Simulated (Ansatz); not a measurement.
CH6NSSb, SMILES `[CH3][Sb]([NH2])[SH]`. Charge 0, multiplicity 1. Sb takes the def2 core potential. Geometry: relaxed with PBE0-D4/def2-TZVP. It is one conformer, not always the lowest.

```xyz
10

C     1.021   -0.766   -0.869
Sb   -0.321    0.882   -0.541
N    -0.001    1.090    1.442
S    -2.190   -0.669   -0.443
H     0.853   -1.188   -1.860
H     0.849   -1.535   -0.115
H     2.048   -0.406   -0.796
H     0.460    0.328    1.920
H     0.409    1.972    1.714
H    -3.127    0.292   -0.452
```

Question: What is the dipole moment at PBE/def2-TZVPP? (Estimate.)

Answer: Ansatz gave: 2.34 D, with components (2.05, 1.14, 0.00) D in this frame, pointing from negative to positive charge.

Question: And with r2SCAN, B3LYP, ωB97M-V? (Estimate.)

Answer: Computed: r2SCAN 2.41 D, B3LYP 2.43 D, ωB97M-V 2.46 D.

Question: Give the Mulliken charges with PBE, r2SCAN, B3LYP in def2-TZVPP. (An estimate is asked.)

Answer: Computed: 
```tsv
atom	PBE	r2SCAN	B3LYP
C1	-0.54	-0.45	-0.56
Sb2	0.62	0.68	0.72
N3	-0.51	-0.56	-0.53
S4	-0.37	-0.39	-0.38
H5	0.13	0.11	0.13
H6	0.13	0.10	0.12
H7	0.12	0.10	0.12
H8	0.14	0.15	0.13
H9	0.15	0.16	0.13
H10	0.12	0.11	0.11
```

B3LYP here is the variant with VWN-RPA as its local correlation; programs differ in this.
